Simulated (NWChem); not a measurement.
# InF, singlet; SMILES [F][In]

Results from NWChem. Low-valent species are run as closed-shell singlets; no triplet was tried in these runs. Geometry: optimised at PBE0/def2-SVP. def2 effective core potentials on In; no spin-orbit coupling. Vertical excitations in the gas phase; the lowest state need not have the same character in each row.

```csv
level,"lowest excitation, singlet (eV)",oscillator strength of that lowest state,lowest triplet (eV),orbital gap (eV)
"PBE/def2-SVPD, full TDDFT",4.94,0.158,3.70,4.30
"B3LYP/def2-SVPD, full TDDFT",5.20,0.208,3.81,5.64
"LRC-wPBEh/def2-SVPD, full TDDFT",[?],[?],[?],[?]
"CAM-B3LYP/def2-SVPD, full TDDFT",5.31,0.243,3.71,8.12
```

### Question
Some entries are withheld; supply them.

### Answer

- LRC-wPBEh/def2-SVPD, full TDDFT, lowest excitation, singlet (eV): 5.25
- LRC-wPBEh/def2-SVPD, full TDDFT, oscillator strength of that lowest state: 0.251
- LRC-wPBEh/def2-SVPD, full TDDFT, lowest triplet (eV): 3.46
- LRC-wPBEh/def2-SVPD, full TDDFT, orbital gap (eV): 9.31
